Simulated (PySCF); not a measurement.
## Ionisation energy of Zn by level of theory

Zn [Ar] 3d10 4s2 (1S) → Zn⁺ [Ar] 3d10 4s1 (2S), as a difference of total energies. Calculation: PySCF 2.14, in x2c-TZVPPall; the spin-free X2C one-electron Hamiltonian (Gaussian nucleus). Correlated levels: valence: [Ar] frozen; valence and next inner shell: [Ne] frozen. The calculations carry no spin-orbit coupling.

| method | ionisation energy (eV) | error (eV) |
| --- | --- | --- |
| UHF | 7.791 | -1.603 |
| LDA | 9.934 | +0.540 |
| PBE | 9.621 | +0.227 |
| PBE0 | 9.297 | -0.097 |
| r2SCAN | 9.425 | +0.031 |
| HSE06 | 9.357 | -0.037 |
| r2SCAN0 | 9.211 | -0.183 |
| B2PLYP | 9.356 | -0.038 |
| M06-L | 9.406 | +0.012 |
| MP2 (valence) | 9.049 | -0.345 |
| SCS-MP2 (valence) | 9.065 | -0.329 |
| MP2 (valence and next inner shell) | 9.105 | -0.289 |
| SCS-MP2 (valence and next inner shell) | 9.099 | -0.295 |

Reference: 9.394 eV (measured; NIST Atomic Spectra Database, ionization energies).

Errors of the correlated levels include the incompleteness of this basis and the frozen core.

MP2 underrates the near-degeneracy of ns² with np² in the lower species.
